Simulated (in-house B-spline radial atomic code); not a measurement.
**Excitations of Mn¹⁵⁺ by several methods**

Full response, energies in eV; labels give the largest channel, * marks a mixed state, a dash one above the method's threshold, and an imaginary frequency an unstable closed-shell reference. Computed with an all-electron radial atomic-structure program (B-spline basis): linear response of the closed shell [He] 2s2 2p6 with each method's own kernel (bare exchange for TDHF, static screening on G0W0 levels for BSE, the adiabatic kernel for functionals); scalar-relativistic (spin-free one-electron X2C), finite nucleus, no spin-orbit coupling, no double excitations, S, P, D and F terms only. Only terms of natural parity with L up to 3 were computed.

```json
{"method": "TDHF", "2p → 3s 3P": "657.86", "2p → 3s 1P": "661.10", "2p → 3p 3S": "684.23", "α (bohr³)": "0.006807"}
{"method": "PBE", "2p → 3s 3P": "641.04", "2p → 3s 1P": "643.92", "2p → 3p 3S": "670.43", "α (bohr³)": "0.00692"}
{"method": "BLYP", "2p → 3s 3P": "634.57", "2p → 3s 1P": "638.74", "2p → 3p 3S": "663.74", "α (bohr³)": "0.006919"}
{"method": "BHandHLYP", "2p → 3s 3P": "642.99", "2p → 3s 1P": "647.37", "2p → 3p 3S": "671.00", "α (bohr³)": "0.006861"}
{"method": "BSE on G0W0@HF", "2p → 3s 3P": "?", "2p → 3s 1P": "?", "2p → 3p 3S": "?", "α (bohr³)": "?"}
{"method": "CAM-B3LYP", "2p → 3s 3P": "?", "2p → 3s 1P": "?", "2p → 3p 3S": "?", "α (bohr³)": "?"}
```

Q: What does CAM-B3LYP give?

A: 2p → 3s 3P: 639.29; 2p → 3s 1P: 643.26; 2p → 3p 3S: 668.05; α: 0.006895 (eV, bohr³).

Q: What does BSE on G0W0@HF give?

A: 2p → 3s 3P: 656.66; 2p → 3s 1P: 659.83; 2p → 3p 3S: 683.63; α: 0.006799 (eV, bohr³).
